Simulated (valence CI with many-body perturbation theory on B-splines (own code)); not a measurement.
## Hyperfine factors and g values of Ir⁶⁺

Calculated by relativistic CI+MBPT: three valence electrons over a frozen Dirac-Fock core [Xe] 4f14, radial functions for each j: 9 s, 9 p, 10 d, 8 f, 5 g, 3 h, 1 i, with the one-electron correlation potential Σ1 (screened to all orders), the two-electron term Σ2, the three-electron term Σ3, Breit, model QED; selected single and double excitations, second order for the rest, scaled by the run's own slope (own B-spline code, finite nucleus).

No measured spectrum was set against this ion. As an estimate, terms of the open shell hold to 2 to 4 % of their energy, and close levels can change places; different configurations can be misplaced against each other by 1,000 to 8,000 cm⁻¹. Core correlation moves these levels by up to 17000 cm⁻¹, and in measured spectra 5 to 20 % of such shifts remained as error; rates that hang on mixing are uncertain with them.

A/g_I is the dipole constant over the nuclear g factor μ/I (μ in nuclear magnetons, uniformly magnetised nucleus), B/Q the quadrupole constant per barn. Both hold the static response of the core; the bare values leave it out. Large factors of s and p1/2 electrons are usually good to 5 to 10 %; those of open d and f shells near neutrality can be off by tens of per cent, and small factors of p3/2, d and f electrons come from cancelling terms and can be off by a factor of two or in sign, in half-filled shells by more. B is blank for J = 1/2, where it vanishes, and for nearly pure S terms. Energies count from the lowest level.

Names give the largest LS component (configuration and term), which can be under half, so a name can repeat, a term be missing and a line seem to break the LS rules; names also repeat where a configuration has a term twice. Letters in brackets count levels of one name in rising energy.

```csv
Level,E (cm⁻¹),g,A/g_I (MHz),A/g_I bare,B/Q (MHz/b),B/Q bare
5d³ ⁴F_3/2,0.0,0.500,3530,2440,-1120,-977
5d³ ⁴F_5/2,8055,1.038,1180,1380,-788,-718
5d³ ⁴F_7/2,14064,1.178,654,1250,-424,-448
5d³ ⁴P_3/2,17037,1.377,-86.8,1130,-898,-805
5d³ ⁴F_9/2,17530,1.186,718,1400,469,291
5d³ ⁴P_1/2,19845,2.052,-3650,-1250,,
5d³ ²G_7/2,27196,0.961,1460,1430,743,665
5d³ ²H_9/2,28394,1.085,967,1290,1410,1220
5d³ ⁴P_5/2,29525,1.548,-1050,403,1630,1380
5d³ ²D_3/2 [a],33393,1.188,606,1260,-1730,-1510
5d³ ²P_1/2,34841,1.283,-625,-279,,
5d³ ²H_11/2,37459,1.091,988,1340,3710,3250
5d³ ²D_5/2 [a],40994,1.207,595,1240,-614,-519
5d³ ²G_9/2,44215,1.081,848,1070,1020,913
5d³ ²F_5/2,45891,0.923,1390,1150,2270,1960
5d³ ²F_7/2,47149,1.129,855,1330,952,830
5d³ ²P_3/2,48587,1.189,496,1100,280,287
5d³ ²D_3/2 [b],69266,0.810,2370,2120,2130,1880
5d³ ²D_5/2 [b],71022,1.169,533,1020,1260,1140
5d²6s ⁴F_3/2,136870,0.439,-9000,-8310,346,319
5d²6s ⁴F_5/2,140260,1.026,11100,10200,282,249
5d²6s ⁴F_7/2,149850,1.231,8410,8050,756,620
5d²6s ²F_5/2,155320,0.991,-2360,-1770,598,508
5d²6s ⁴P_1/2,155710,2.532,48000,45000,,
5d²6s ⁴F_9/2,157770,1.303,7510,7390,1900,1590
5d²6s ⁴P_3/2,161060,1.579,9180,9050,1350,1140
5d²6s ⁴P_5/2,161550,1.323,11000,10400,-957,-895
5d²6s ²F_7/2,166030,1.044,-4540,-3550,2700,2380
5d²6s ²D_3/2,166180,1.038,-1560,-1070,-917,-836
5d²6s ²P_1/2,171790,0.836,-8240,-7800,,
5d²6s ²G_9/2,174800,1.141,7890,7360,4340,3880
5d²6s ²D_5/2,176880,1.345,12700,11900,-1250,-1120
5d²6s ²G_7/2,177390,0.994,-5520,-4650,3090,2750
5d²6s ²P_3/2,183490,1.209,-10500,-8610,-1350,-1240
5d²6s ²S_1/2,205180,1.970,61300,55600,,
5d²6p ⁴G°_5/2,219500,0.704,5500,4900,690,601
5d²6p ⁴F°_3/2,225000,0.685,675,376,129,141
5d²6p ⁴G°_7/2,233930,1.021,3090,3140,751,635
5d²6p ⁴F°_5/2,235330,1.101,-477,69.1,142,117
5d²6p ⁴D°_1/2 [a],237830,0.667,13800,12700,,
```

Problem. Take the isotope of mass number 191, with I = 3/2, μ = 0.1502 μN and Q = 0.816 b. What is the hyperfine structure of 5d³ ²G_7/2?

Solution. From the table A = 146 MHz, B = 606 MHz. Shifts from the centre of gravity in MHz: F = 2: -661, F = 3: -656, F = 4: -245, F = 5: 918.
